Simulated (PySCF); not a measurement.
## Quadrupolar nuclei of `O[Si@@H]1CC=CN1[SiH3]` in NMR

C₃H₉NOSi₂.
Structure used (GFN2-xTB), in Å, numbered top down from 1:
```xyz
16
C3H9NOSi2 angstrom
O      0.1704    2.3505    0.7485
Si    -0.2076    1.2078   -0.3442
C     -1.9394    0.4245   -0.2846
C     -1.6359   -1.0318   -0.0793
C     -0.3520   -1.3477    0.0290
N      0.5918   -0.3235   -0.0397
Si     2.2993   -0.5862    0.0620
H      0.0799    2.1928    1.6857
H      0.2261    1.8394   -1.5798
H     -2.5692    0.8042    0.5237
H     -2.5071    0.5672   -1.2045
H     -2.4283   -1.7584   -0.0193
H      0.0213   -2.3473    0.1831
H      2.8407    0.3612    1.0397
H      2.4790   -1.9655    0.5171
H      2.9233   -0.3783   -1.2488
```

Computed at PBE0/pcSseg-1 (PySCF, non-relativistic):

```tsv
atom	environment	nucleus	spin I	Q (b)	CQ = χzz (MHz)	η
O1	silanol oxygen	17O	5/2	-0.0256	-8.961	0.408
N6	nitrogen bridging silicon atoms	14N	1	0.02044	-2.952	0.788
```

Q: Work back to Vxx, Vyy and Vzz; CQ/MHz = 234.96 (Q/b)(Vzz/au).

A: Vxx = −Vzz(1 − η)/2 and Vyy = −Vzz(1 + η)/2, in au:

```
atom  Vxx (au)  Vyy (au)  Vzz (au)  Vzz (10²¹ V/m²)
  O1    -0.441    -1.049     1.490            14.48
  N6     0.065     0.550    -0.615            -5.97
```

Q: Give the quadrupolar product PQ = |CQ|√(1 + η²/3), the quadrupolar frequency νQ = 3|CQ|/[2I(2I − 1)] and the Larmor frequency ν0 = |g| × 7.62259 MHz/T × B at 7.05 T, with g(17O) = −0.75752, g(14N) = 0.40376.

A: 
| atom | PQ (MHz) | νQ (MHz) | ν0 (MHz) | νQ/ν0 |
| --- | --- | --- | --- | --- |
| O1 | 9.206 | 1.344 | 40.71 | 0.033 |
| N6 | 3.243 | 4.428 | 21.70 | 0.204 |

For O1: PQ = 8.961 × 1.0274, νQ = 8.961 × 0.1500, ν0 = 5.7742 MHz/T × 7.05 T.

Q: Second-order quadrupolar shift of the central transition's centre of gravity (half-integer spins, νQ < ν0/10) at 7.05 and 14.1 T.

A: From −(3/40)(PQ/ν0)²[I(I + 1) − 3/4]/[I(2I − 1)]², which goes as 1/B² (ppm):

| site | 7.05 T | 14.1 T |
| --- | --- | --- |
| 17O at O1 | -307 | -76.7 |

Q: Take a correlation time of 10 ps, isotropic tumbling and extreme narrowing. What quadrupolar relaxation rates and linewidths follow?

A: 1/T1 = 1/T2 = (3π²/10)(2I + 3)/[I²(2I − 1)] × PQ² × τc; the width is 1/(πT2).

```tsv
site	spin factor (2I + 3)/[I²(2I − 1)]	1/T1 (s⁻¹)	T1 (ms)	linewidth (Hz)
17O at O1	0.320	803	1.25	256
14N at N6	5.000	1560	0.642	496
```

One conformer (not necessarily the lowest) at the GFN2-xTB geometry, without solvent, vibrations or thermal averaging. GFN2-xTB frequencies show an imaginary mode (45i cm⁻¹), so this geometry is no minimum at that level. GFN2-xTB bond lengths can be off by several hundredths of an ångström, more for odd bonds, and the gradients follow them. With so small a basis the couplings can be 20 % off.

These values come from a run that also computed NMR shieldings. On one thread, Arm Neoverse N1 (aarch64), shared host, this took 51 s (grids of density and orbitals included) and 0.82 GiB of memory at its peak.
